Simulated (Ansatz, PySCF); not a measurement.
System: CH3BI, charge 0, doublet. CH3BI (SMILES C[B]I, doublet).
B3LYP-D3(BJ)/def2-TZVP minimum from Ansatz (an electronic-structure program):
```xyz
6

B      0.0456    -1.3908     0.6802
I     -0.2415     0.4489    -0.3261
C      1.2855    -1.8298     1.4862
H      1.7717    -1.0051     2.0157
H      2.0142    -2.2180     0.7612
H      1.0726    -2.6385     2.1877
```
Charge 0, spin multiplicity 2.

Atomisation energy term by term, kcal/mol (programs: Ansatz). UHF or UKS for unpaired electrons; spin-orbit terms are left out. Correlated methods leave the cores frozen (noble-gas shells, and filled d and f shells in the p block). Past Kr the def2 sets carry scalar-relativistic core potentials. CBS(X,Y): correlation extrapolated as X^-3, Hartree-Fock from the larger set. A bracket is a step between two methods taken in the basis named. For partners of very few electrons the exact lower level stands in for a higher one. Spin-orbit terms, left out, reach several kcal/mol for Br and I, and more for heavier atoms.

```
term                                                                   basis  kcal/mol
-----------------------  ---------------------------------------------------  --------
Hartree-Fock                                                      def2-QZVPP    358.44
CCSD correlation                                  CBS(def2-TZVPP,def2-QZVPP)     97.50
(T)                                               CBS(def2-TZVPP,def2-QZVPP)      7.57
CCSDT(Q) - CCSD(T)                                                  def2-SVP      0.46
minus zero-point energy  harmonic, PySCF's Hessian at B3LYP-D3(BJ)/def2-TZVP    -24.00
sum: D0                                                                          440.0
```
